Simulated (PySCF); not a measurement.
All values below come from PBE0-D3(BJ)/def2-TZVP (PySCF). Isolated molecules, 0 K electronic values unless said otherwise. 

Reference species (SMILES): `C#CC1C=C1` (neutral, multiplicity 1).

HOMO–LUMO gap: 6.93 eV

Changed species: `C=C=C=C=C`.

Predict the effect on the HOMO–LUMO gap.

the HOMO–LUMO gap drops by 1.33 eV, to 5.60 eV.
